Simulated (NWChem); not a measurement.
**Total energies of Br (-1)**

```
Br
```
Charge -1, spin multiplicity 1.

Program: NWChem.

Basis set: def2-SVPD (41 functions).

```tsv
method	total energy (Ha)
RHF	-2572.17729
MP2	-2572.42291
B2PLYP	-2573.53601
PBE	-2573.54295
B3LYP	-2573.96374
BP86	-2574.20789
CCSD(T)	-2572.42991
```

Total energies of different functionals aren't comparable as a measure of quality: only differences taken within one method are. 

The Hamiltonian is non-relativistic. The correlated methods keep 9 core orbitals frozen. B3LYP has NWChem's definition, with VWN1-RPA local correlation. Coupled-cluster values serve here as a point of comparison, not as the truth.
